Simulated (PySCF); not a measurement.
SMILES C[S][In]([CH3])[S]C at its GFN2-xTB optimised geometry (Å):

```
15

In    -0.8055     0.8323     0.0000
C     -1.9559     2.7714     0.0000
H     -3.0140     2.5360    -0.0612
H     -1.6536     3.3705    -0.8558
H     -1.7446     3.3075     0.9224
S      1.6619     0.8323     0.0000
C      1.9389     2.6364    -0.0624
H      1.5678     3.0407    -1.0011
H      3.0140     2.7761    -0.0034
H      1.4589     3.1228     0.7835
S     -1.7651    -1.4221     0.0446
C     -0.2329    -2.4150    -0.1006
H      0.0008    -2.5631    -1.1525
H     -0.4382    -3.3705     0.3729
H      0.5932    -1.9160     0.4063
```

Method: PySCF with PBE0/def2-TZVP, def2 effective core potentials past Kr. The core electrons that the potentials of In replace are not part of the density. Cells within 0.4 Å of a nucleus heavier than hydrogen are left out (blank, or x).

Map of the deformation density (molecule minus spherical neutral atoms) (e/bohr³) on the plane z = 0.0 Å:

```
|1111111111111111111111111111111|
|1111111111111111111111111111111|
|1111111111111111111111111111111|
|1111111111001111111111111111111|
|1111111100000011110000001111111|
|1111110000110001100000000011111|
|1111100110210000001100110001111|
|111100135xx100000013x3771001111|
|111100198xx111100001xx871001111|
|1111000342232110000121210001111|
|1111100111232111111342100011111|
|1111110011210001110121000111111|
|111111111110xx00220xx0000111111|
|111111111110xx20232xx2111111111|
|1111111111100001121012111111111|
|1111111101111011110011111111111|
|1111111001222110000001111111111|
|1111111000122110000001111111111|
|1111111000x10100000011111111111|
|1111111112xx0111100011111111111|
|1111111122013313520011111111111|
|11111111110133xx620011111111111|
|11111111100011xx110011111111111|
|1111111110000373000111111111111|
|1111111111000352000111111111111|
|1111111111100111001111111111111|
|1111111111110000011111111111111|
|1111111111111001111111111111111|
|1111111111111111111111111111111|
|1111111111111111111111111111111|
|1111111111111111111111111111111|
```
Scale: ten equal steps from -0.015 (start of '0') to 0.108 (end of '9'), in the order '0123456789'; x runs from -5.50 to 5.50, y from -5.50 (bottom) to 5.50 (top).
